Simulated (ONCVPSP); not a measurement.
What one change does to a pseudopotential (Hg, ONCV)

```json
{
 "Element": "Hg",
 "Generator": "ONCVPSP 4.0.1",
 "Type": "optimised norm-conserving Vanderbilt (ONCV)",
 "Functional": "PBE",
 "Relativity": "scalar-relativistic",
 "Frozen core": "[Kr] 4d10 4f14",
 "Valence charge": "20",
 "Reference configuration": "5s2 5p6 5d10 6s2",
 "Partial waves": "5s+6s: rc 1.15 bohr, ncon 3, nbas 8, qcut 8.2 1/bohr, 2 projectors; 5p: rc 1.75 bohr, ncon 4, nbas 8, qcut 9.7 1/bohr, 2 projectors, debl 1.7 Ha; 5d: rc 1.60 bohr, ncon 4, nbas 9, qcut 10.4 1/bohr, 2 projectors, debl 0.9 Ha",
 "Local potential": "polynomial inside 0.85 bohr (lpopt 4, dvloc0 4 Ha)",
 "Core correction": "none"
}
```

In the p channel the program set the typed energies aside and used -2.444, 0.250 Ha.

All-electron outer shells of the reference configuration (PBE, scalar-relativistic, ld1.x):

```json
{"shell": "5s", "level (eV)": "-118.18", "outermost node (bohr)": "0.47", "outermost maximum (bohr)": "0.82"}
{"shell": "4f", "level (eV)": "-95.89", "outermost node (bohr)": "–", "outermost maximum (bohr)": "0.37"}
{"shell": "5p", "level (eV)": "-66.52", "outermost node (bohr)": "0.51", "outermost maximum (bohr)": "0.93"}
{"shell": "5d", "level (eV)": "-9.86", "outermost node (bohr)": "0.55", "outermost maximum (bohr)": "1.17"}
{"shell": "6s", "level (eV)": "-6.82", "outermost node (bohr)": "1.08", "outermost maximum (bohr)": "2.21"}
```

Change: fully relativistic. In the p channel the program set the typed energies aside and used -2.264, 0.250 Ha (j = l + 1/2; the other j can differ).

Cutoffs: the cutoffs (Ha) at which the residual kinetic energy of the hardest occupied pseudo-wave falls to 1 and 0.1 mHa per electron; they do not see the model core or the augmentation charge, which bear on the density cutoff. Errors are all-electron minus pseudo energies relative to the spin-unpolarised reference configuration.

Q: What does the change do?

A: The potential gets neither clearly harder nor softer (31 Ha and 126 Ha → 31 Ha and 125 Ha); the s channel sets the loose cutoff, while the largest relative change is in p, which becomes harder; of the 4 tests that both files solve, the error grows in 0 and shrinks in 4 by more than 15 % and 0.3 meV (median size 7.7 → 0.4 meV); neither file shows a bound ghost.

```tsv
quantity	base	changed
cutoff, loose	31 Ha	31 Ha
cutoff, tight	126 Ha	125 Ha
loose cutoff by channel	s 31 Ha, p 16 Ha, d 22 Ha	s 31 Ha, p 20 Ha, d 23 Ha
bound ghosts	none	none
GHOST(+) flags under 300 eV	s at 222.7 eV	s at 221.3 eV
error for 5s2 5p6 5d10 6s1, meV [ΔE 10.69 → 10.70 eV]	-3.9	+0.1
error for 5s2 5p6 5d10 6s0, meV [ΔE 29.66 → 29.69 eV]	-11	-0.7
error for 5s2 5p6 5d9 6s0, meV [ΔE 65.19 → 65.22 eV]	-18	+2.8
error for 5s2 5p6 5d10 6s1.5, meV [ΔE 4.36 → 4.36 eV]	-1.5	+0.1
s: phases at 1.17 bohr within 0.05 rad from the reference energy up to (Ha; the scan ends near 5)	to the end of the scan	to the end of the scan
```
